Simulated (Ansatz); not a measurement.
C3H7FGe, SMILES `[F][GeH]1[CH2]C[CH2]1`, relaxed with RKS PBE-D4/def2-SVP in Ansatz 0.2.0 from a rough embedded geometry. The force threshold is 0.03 eV/Å; the program also tests the step.

Charge 0, multiplicity 1.

Start:

```xyz
12

F    -2.512   -0.334    0.779
Ge   -1.348    0.226   -0.312
C     0.173    0.958    0.626
C     1.148   -0.180    0.187
C     0.130   -1.033   -0.535
H    -1.811    0.964   -1.607
H     0.014    1.072    1.665
H     0.517    1.923    0.090
H     1.436   -0.682    1.156
H     1.962    0.170   -0.381
H     0.394   -1.104   -1.597
H    -0.103   -1.979   -0.072
```

(1) How much energy does the relaxation release, and in how many steps? (Best estimate.)

(2) Which bonds change most? (Estimate.)

(3) Give the relaxed structure. (Best estimate.)

Answers

(1) The calculation gave: 19.08 kcal/mol, in 6 steps, 1 of them rejected.

(2) Computed: F1–Ge2 from 1.691 to 1.772 Å; C4–H10 from 1.052 to 1.110 Å; C4–C5 from 1.511 to 1.567 Å; C3–H7 from 1.057 to 1.108 Å.

(3) Ansatz gave: 
```xyz
12

F    -2.588   -0.313    0.713
Ge   -1.296    0.250   -0.361
C     0.220    1.069    0.617
C     1.096   -0.175    0.241
C     0.144   -1.089   -0.603
H    -2.049    0.940   -1.534
H     0.043    1.199    1.702
H     0.583    2.032    0.207
H     1.458   -0.700    1.148
H     1.997    0.119   -0.335
H     0.467   -1.258   -1.650
H    -0.075   -2.075   -0.147
```
